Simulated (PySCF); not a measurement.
## Computed NMR parameters against published values

Cartesian coordinates in Å; atom numbers follow the order of the lines, from 1:
```xyz
16

C     2.7148   -0.7226   -0.3261
C     1.4794   -0.3705   -0.6452
C     0.6490    0.4178    0.3056
O     1.1529    1.1707    1.1222
N    -0.6968    0.2634    0.2068
C    -1.3504   -0.6641   -0.6843
C    -1.5621    1.0841    1.0210
H     3.1172   -0.4704    0.6413
H     3.3560   -1.2631   -1.0020
H     1.0616   -0.5965   -1.6152
H    -1.5004   -0.2299   -1.6790
H    -0.7768   -1.5848   -0.7788
H    -2.3271   -0.9152   -0.2714
H    -2.2147    1.6920    0.3901
H    -2.1761    0.4634    1.6775
H    -0.9339    1.7346    1.6261
```

What is known from experiment: δ $^{1}$H H10 6.64; H8 6.12; H9 5.55 ppm (measured; solution, not stated per compound (mostly CDCl3 or CCl4); Pretsch, Buehlmann, Badertscher, Structure Determination of Organic Compounds, 4th ed. (2009)).

Equivalent nuclei averaged, no relativistic terms, single conformer, in vacuum. Shieldings: GIAO PBE0/pcSseg-1; geometry: GFN2-xTB; PySCF 2.14.0 with density-fitted response routines.

Q: Set the calculated values beside the experiment.

A: 
Reference values: measured (solution, not stated per compound (mostly CDCl3 or CCl4); Pretsch, Buehlmann, Badertscher, Structure Determination of Organic Compounds, 4th ed. (2009)).
```
atoms   quantity  reference  computed  computed, scaled
  H10  δ $^{1}$H       6.64      6.62              6.34
   H8  δ $^{1}$H       6.12      6.72              6.43
   H9  δ $^{1}$H       5.55      6.01              5.76
```

Computed shifts are σ(ref) − σ with the named reference compound (TMS for H and C) calculated as an isolated molecule at the same level. The measured values may be among those fitted. Shieldings were converted by linear fits to measured shifts (mostly CDCl3, TMS scale, for H and C): $^{1}$H: δ = 30.01 − 0.943σ (rms 0.17 ppm, 504 shifts, 0.18 ppm with the 4 outliers that the fit left out). A few per cent of atoms miss by over 2 rms, more outside the fitted compound classes.

Q: How far are the unscaled $^{1}$H shifts from the references?

A: Mean signed difference +0.35 ppm, mean absolute 0.36 ppm over 3 comparisons; the largest is +0.60 ppm at H8 (hydrogen on a β carbon of a C=C–C=O unit).
